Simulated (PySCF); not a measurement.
**Mn(OH)₂: from structure and modes to constants**

Computed with UPBE/[Mn def2-SVP, O def2-SVP, H def2-SVP], no relativity, density fitting, PySCF.

The sextet minimum has C2 symmetry. Masses (u): Mn 54.93805, O 15.99492, H 1.00782.

```xyz
5
charge 0 multiplicity 6, angstrom
Mn    0.0000    0.0000    0.0369
O     1.7961   -0.1580   -0.0875
O    -1.7961    0.1580   -0.0875
H     2.3775   -0.7525    0.4142
H    -2.3775    0.7525    0.4142
```

Harmonic wavenumbers (cm⁻¹): 109.2 (a, ×1), 109.3 (b, ×1), 206.3 (a, ×1), 450.9 (b, ×1), 481.0 (a, ×1), 622.9 (a, ×1), 743.5 (b, ×1), 3772.6 (a, ×1), 3773.1 (b, ×1).

(1) Find the principal moments of inertia and the rotational constants. What kind of rotor is it?

(2) Find the vibrational entropy and heat capacity at 298.15 K.

## Answers

(1) About the centre of mass I = 1.1952, 116.53, 116.67 u Å². With B = 16.8576/I this gives 14.1, 0.1447, 0.1445 cm⁻¹. The molecule is a prolate symmetric top.

(2) With u = 1.43878 ω/T, each mode gives S = R[u/(eᵘ−1) − ln(1−e⁻ᵘ)] and C = R u² eᵘ/(eᵘ−1)².
| ω (cm⁻¹) | u | S (J/(mol K)) | C (J/(mol K)) |
| --- | --- | --- | --- |
| 109.2 | 0.527 | 13.74 | 8.12 |
| 109.3 | 0.527 | 13.73 | 8.12 |
| 206.3 | 0.996 | 8.69 | 7.66 |
| 450.9 | 2.176 | 3.32 | 5.69 |
| 481.0 | 2.321 | 2.96 | 5.41 |
| 622.9 | 3.006 | 1.72 | 4.12 |
| 743.5 | 3.588 | 1.08 | 3.13 |
| 3772.6 | 18.205 | 0.00 | 0.00 |
| 3773.1 | 18.208 | 0.00 | 0.00 |
The sums over all modes are S = 45.2 and C = 42.2 J/(mol K); the softest mode gives 30 % of the entropy.

This need not be the most stable arrangement of these atoms. Open d and f shells are described by one determinant, and the ground state may have another occupation or spin.
